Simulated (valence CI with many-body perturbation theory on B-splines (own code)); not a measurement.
Results of a calculation; reference values are marked as such.
Level structure of Ta⁶⁸⁺

Level of theory: configuration interaction combined with many-body perturbation theory (CI+MBPT): three valence electrons over a frozen Dirac-Fock core [He], radial functions for each j: 11 s, 11 p, 10 d, 8 f, 5 g, 2 h, with the one-electron correlation potential Σ1, the two-electron term Σ2, the three-electron term Σ3, Breit, model QED; selected CI, second order for the rest, scaled by the run's own slope (own B-spline code, finite nucleus).

The last digits are not significant, and no measured levels were compared; by estimate large intervals hold to a few tenths of a per cent, small ones and those within an open d or f shell to about a per cent.

Levels 46 to 90 of 165, with energies above the lowest level, (2s^2 2p1/2) J=1/2. "Leading %" is the weight of the configuration and term that name the level; weights of strongly mixed levels are sums over their largest components and can fall short, so below about 35 % the name and the second component can differ from the true leading terms, or belong to a minority configuration. In the jj column 3d3/2^4 stands for four electrons in 3d with j = 3/2.

| No. | Configuration | Term | J | E (eV) | Leading % | g | Leading jj | Second component |
| --- | --- | --- | --- | --- | --- | --- | --- | --- |
| 46 | 2s.2p.3p | 4P | 3/2 | 11949 | 46 | 1.621 | 2s 2p3/2 3p1/2 (100 %) | 26 % 2s.2p.3p 4S |
| 47 | 2s.2p.3s | 2P° | 1/2 | 11950 | 90 | 0.825 | 2s 2p3/2 3s (100 %) | 10 % 2s.2p.3s 4P° |
| 48 | 2s.2p.3p | 2D | 5/2 | 11951 | 44 | 1.304 | 2s 2p3/2 3p1/2 (100 %) | 37 % 2s.2p.3p 4D |
| 49 | 2s.2p.3s | 2P° | 3/2 | 11956 | 82 | 1.375 | 2s 2p3/2 3s (99 %) | 17 % 2s.2p.3s 4P° |
| 50 | 2s.2p.3p | 2P | 1/2 | 12037 | 48 | 1.257 | 2s 2p3/2 3p1/2 (99 %) | 22 % 2s.2p.3p 2S |
| 51 | 2s.2p.3p | 2D | 3/2 | 12038 | 61 | 0.966 | 2s 2p3/2 3p1/2 (99 %) | 20 % 2s.2p.3p 2P |
| 52 | 2p2.3s | 4P | 3/2 | 12136 | 87 | 1.646 | 2p1/2 2p3/2 3s (99 %) | 11 % 2p2.3s 2P |
| 53 | 2p2.3s | 2P | 1/2 | 12146 | 66 | 1.290 | 2p1/2 2p3/2 3s (98 %) | 32 % 2p2.3s 4P |
| 54 | 2p2.3s | 2D | 5/2 | 12154 | 64 | 1.305 | 2p1/2 2p3/2 3s (99 %) | 34 % 2p2.3s 4P |
| 55 | 2p2.3s | 2D | 3/2 | 12162 | 64 | 0.956 | 2p1/2 2p3/2 3s (99 %) | 33 % 2p2.3s 2P |
| 56 | 2p2.3p | 4P° | 1/2 | 12201 | 49 | 1.731 | 2p1/2 2p3/2 3p1/2 (99 %) | 28 % 2p2.3p 4D° |
| 57 | 2p2.3p | 4D° | 3/2 | 12207 | 55 | 1.124 | 2p1/2 2p3/2 3p1/2 (99 %) | 23 % 2p2.3p 2D° |
| 58 | 2p2.3p | 2F° | 5/2 | 12220 | 50 | 1.040 | 2p1/2 2p3/2 3p1/2 (99 %) | 30 % 2p2.3p 2D° |
| 59 | 2p2.3p | 2P° | 3/2 | 12266 | 43 | 1.302 | 2p1/2 2p3/2 3p1/2 (99 %) | 25 % 2p2.3p 2D° |
| 60 | 2s.2p.3p | 4D | 7/2 | 12333 | 100 | 1.400 | 2s 2p3/2 3p3/2 (100 %) |  |
| 61 | 2s.2p.3p | 2P | 3/2 | 12345 | 54 | 1.477 | 2s 2p3/2 3p3/2 (99 %) | 32 % 2s.2p.3p 4S |
| 62 | 2s.2p.3p | 4P | 5/2 | 12364 | 52 | 1.387 | 2s 2p3/2 3p3/2 (99 %) | 43 % 2s.2p.3p 2D |
| 63 | 2s.2p.3p | 2S | 1/2 | 12369 | 48 | 1.359 | 2s 2p3/2 3p3/2 (99 %) | 38 % 2s.2p.3p 2P |
| 64 | 2s.2p.3d | 4D° | 5/2 | 12405 | 44 | 1.216 | 2s 2p3/2 3d3/2 (99 %) | 22 % 2s.2p.3d 4F° |
| 65 | 2s.2p.3d | 4D° | 3/2 | 12411 | 43 | 1.313 | 2s 2p3/2 3d3/2 (99 %) | 40 % 2s.2p.3d 4P° |
| 66 | 2s.2p.3d | 4F° | 7/2 | 12413 | 46 | 1.200 | 2s 2p3/2 3d3/2 (97 %) | 39 % 2s.2p.3d 2F° |
| 67 | 2s.2p.3d | 4P° | 1/2 | 12416 | 82 | 2.162 | 2s 2p3/2 3d3/2 (99 %) | 15 % 2s.2p.3d 4D° |
| 68 | 2s.2p.3p | 2D | 5/2 | 12431 | 72 | 1.252 | 2s 2p3/2 3p3/2 (99 %) | 16 % 2s.2p.3p 4D |
| 69 | 2s.2p.3p | 2P | 3/2 | 12449 | 58 | 1.220 | 2s 2p3/2 3p3/2 (99 %) | 29 % 2s.2p.3p 2D |
| 70 | 2s.2p.3p | 2S | 1/2 | 12454 | 60 | 1.720 | 2s 2p3/2 3p3/2 (100 %) | 20 % 2s.2p.3p 2P |
| 71 | 2s.2p.3d | 2D° | 3/2 | 12491 | 62 | 0.927 | 2s 2p3/2 3d3/2 (85 %) | 18 % 2s.2p.3d 4P° |
| 72 | 2s.2p.3d | 4F° | 9/2 | 12495 | 100 | 1.308 | 2s 2p3/2 3d5/2 (100 %) |  |
| 73 | 2s.2p.3d | 2F° | 5/2 | 12499 | 67 | 0.925 | 2s 2p3/2 3d3/2 (98 %) | 18 % 2s.2p.3d 2D° |
| 74 | 2s.2p.3d | 2P° | 1/2 | 12508 | 69 | 0.599 | 2s 2p3/2 3d3/2 (97 %) | 25 % 2s.2p.3d 4D° |
| 75 | 2s.2p.3d | 2D° | 5/2 | 12520 | 39 | 1.304 | 2s 2p3/2 3d5/2 (98 %) | 34 % 2s.2p.3d 4P° |
| 76 | 2s.2p.3d | 4D° | 7/2 | 12527 | 49 | 1.263 | 2s 2p3/2 3d5/2 (96 %) | 46 % 2s.2p.3d 2F° |
| 77 | 2s.2p.3d | 2P° | 3/2 | 12539 | 44 | 1.136 | 2s 2p3/2 3d5/2 (83 %) | 42 % 2s.2p.3d 2D° |
| 78 | 2s.2p.3d | 2P° | 1/2 | 12553 | 85 | 0.772 | 2s 2p3/2 3d5/2 (94 %) | 6 % 2s.2p.3d 4D° |
| 79 | 2s.2p.3d | 2F° | 7/2 | 12594 | 65 | 1.178 | 2s 2p3/2 3d5/2 (90 %) | 13 % 2s.2p.3d 4D° |
| 80 | 2p2.3p | 4D° | 5/2 | 12607 | 40 | 1.328 | 2p1/2 2p3/2 3p3/2 (72 %) | 22 % 2p2.3p 4P° |
| 81 | 2s.2p.3d | 2D° | 5/2 | 12615 | 43 | 1.221 | 2s 2p3/2 3d5/2 (69 %) | 13 % 2p2.3p 4P° |
| 82 | 2s.2p.3d | 2P° | 3/2 | 12615 | 62 | 1.258 | 2s 2p3/2 3d5/2 (84 %) | 7 % 2s.2p.3d 4D° |
| 83 | 2p2.3p | 2P° | 1/2 | 12616 | 36 | 1.555 | 2p1/2 2p3/2 3p3/2 (98 %) | 30 % 2p2.3p 4P° |
| 84 | 2p2.3p | 2D° | 3/2 | 12623 | 44 | 1.125 | 2p1/2 2p3/2 3p3/2 (83 %) | 16 % 2p2.3p 4P° |
| 85 | 2p2.3p | 2F° | 7/2 | 12630 | 58 | 1.208 | 2p1/2 2p3/2 3p3/2 (90 %) | 32 % 2p2.3p 4D° |
| 86 | 2p2.3p | 4S° | 3/2 | 12646 | 33 | 1.410 | 2p1/2 2p3/2 3p3/2 (100 %) | 30 % 2p2.3p 2P° |
| 87 | 2p2.3p | 2D° | 5/2 | 12658 | 63 | 1.167 | 2p1/2 2p3/2 3p3/2 (96 %) | 15 % 2p2.3p 2F° |
| 88 | 2p2.3d | 4F | 3/2 | 12668 | 43 | 0.919 | 2p1/2 2p3/2 3d3/2 (100 %) | 26 % 2p2.3d 2P |
| 89 | 2p2.3d | 4F | 5/2 | 12669 | 53 | 0.953 | 2p1/2 2p3/2 3d3/2 (100 %) | 39 % 2p2.3d 2F |
| 90 | 2p2.3d | 4D | 1/2 | 12675 | 79 | 0.246 | 2p1/2 2p3/2 3d3/2 (100 %) | 15 % 2p2.3d 2P |
